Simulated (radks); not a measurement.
Results of a calculation; reference values are marked as such.
These are the eigenvalues of the occupied orbitals of an atom or ion with whole-number occupations (eV). Code: a radial shooting solver on a logarithmic mesh with Libxc functionals. Model: Dirac Kohn-Sham, SOGGA, spin-unpolarised, spherical densities, finite nucleus; Fermi nuclear charge, rms radius of each element as measured or else 0.836 A^(1/3) + 0.57 fm.

1s1/2: -71505.72
2s1/2: -12389.91
2p1/2: -11859.27
2p3/2: -10420.47
3s1/2: -2867.977
3p1/2: -2630.313
3p3/2: -2317.891
3d3/2: -1917.284
3d5/2: -1849.442
4s1/2: -598.0803
4p1/2: -498.8246
4p3/2: -425.8609
4d3/2: -262.5770
4d5/2: -249.0942
5s1/2: -84.9389
5p1/2: -54.8911
5p3/2: -43.8801
4f5/2: -43.5213
4f7/2: -41.0091
6s1/2: -5.8862
5d3/2: -5.8535
5d5/2: -4.9690

Which element is it, and in what charge state? The configuration may be excited. Open shells, if any, are shared by 2j + 1.

Answer. Z = 75, rhenium, charge 0: Re in [Xe] 4f14 5d5 6s2. The list shows which subshells hold electrons but not how many an open one holds; the 1s level, -2627.8 hartree, gives Z - s = 72.5 by -(Z - s)^2/2, which with screening and relativity narrows Z to a few neighbours, and the depths of the outer levels then fix element, charge and occupations together.
